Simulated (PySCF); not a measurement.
C₉H₇O₂ (charge -1).
SMILES with atom numbers: `[CH:1]#[C:2][C:3](/[CH:4]=[CH:5]/[O-:6])=[CH:7]/[CH:8]=[CH:9]\[CH:10]=[O:11]` (hydrogens: H12 on C1; H13 on C4; H14 on C5; H15 on C7; H16 on C8; H17 on C9; H18 on C10)
Bond orders are those of one Lewis drawing.

Computed by this run: PBE0-D3(BJ)/def2-SVP geometry optimisation, gas phase (PySCF 2.14.0); density fitting, grid level 2; the optimiser is geomeTRIC in internal coordinates, started from a GFN2-xTB structure.

Geometry at step 0:
```
atom  x, y, z in Å
C1     -2.4441   -2.1291    0.1610
C2     -1.8052   -1.1458   -0.1024
C3     -0.9649   -0.0364   -0.3949
C4     -1.5576    1.1623   -0.7769
C5     -2.9468    1.3478   -0.8941
O6     -3.5217    2.3875   -1.2284
C7      0.4092   -0.2955   -0.2572
C8      1.4315    0.6144   -0.4819
C9      2.7944    0.4124   -0.3623
C10     3.4406   -0.7814    0.0185
O11     4.6591   -0.9463    0.1204
H12    -3.0378   -2.9659    0.3825
H13    -0.9314    2.0138   -1.0022
H14    -3.5585    0.4480   -0.6548
H15     0.6724   -1.2989    0.0515
H16     1.1316    1.6105   -0.7901
H17     3.4494    1.2481   -0.5806
H18     2.7711   -1.6393    0.2423
```

**Question.** Give the atomic forces at this geometry.

**Answer.** 
| atom | Fx (eV/Å) | Fy (eV/Å) | Fz (eV/Å) |
| --- | --- | --- | --- |
| C1 | -0.309 | -0.419 | 0.111 |
| C2 | 0.451 | 0.546 | -0.144 |
| C3 | 0.118 | 0.330 | -0.091 |
| C4 | 0.248 | -0.113 | 0.044 |
| C5 | -0.754 | 0.603 | -0.214 |
| O6 | 0.105 | -0.128 | 0.043 |
| C7 | -0.109 | -0.212 | 0.056 |
| C8 | 0.210 | -0.150 | 0.054 |
| C9 | -0.171 | 0.538 | -0.166 |
| C10 | 0.897 | -0.446 | 0.169 |
| O11 | -0.264 | 0.051 | -0.025 |
| H12 | -0.536 | -0.802 | 0.215 |
| H13 | 0.224 | 0.372 | -0.100 |
| H14 | -0.110 | -0.229 | 0.064 |
| H15 | 0.068 | -0.333 | 0.103 |
| H16 | -0.125 | 0.382 | -0.118 |
| H17 | 0.306 | 0.274 | -0.068 |
| H18 | -0.251 | -0.264 | 0.068 |

The largest, 1.02 eV/Å, acts on C10 (C5, H12 within 3 % of it); the rms over all components is 0.318 eV/Å. The forces sum to zero within rounding, as they must for an isolated molecule in no field.

**Question.** Give the force on C10 in Eh/bohr and in nN.

**Answer.** 1.016 eV/Å ÷ 51.422 = 0.01976 Eh/bohr, and 1.016 eV/Å × 1.602 = 1.63 nN.

**Question.** How far is this geometry from the end of the optimisation?

**Answer.** 0.080 eV above it, and 0.047 Å rms away after alignment. The bonds farthest from their final lengths, with half the difference of the two atoms' forces along the bond (positive lengthens):

| bond | now (Å) | final (Å) | force along bond (eV/Å) |
| --- | --- | --- | --- |
| C1–H12 | 1.050 | 1.073 | +0.23 |
| C9–C10 | 1.410 | 1.431 | +0.71 |
| C4=C5 | 1.406 | 1.426 | +0.55 |
| C2–C3 | 1.422 | 1.441 | -0.19 |
| C7–C8 | 1.387 | 1.401 | +0.14 |
| C1≡C2 | 1.202 | 1.215 | +0.62 |

The angle farthest from its final value is C7–C8–C9, 128.1° against 130.0°.

Of the 6 listed bonds off by 0.010 Å or more, this force points towards the final length in 5.

What follows is the cost of the whole optimisation. On one thread of an Intel Xeon 6975P-C, shared host with 64 logical CPUs at a one-minute load of 20, this took 84 s wall and 0.93 GiB of memory at its peak.
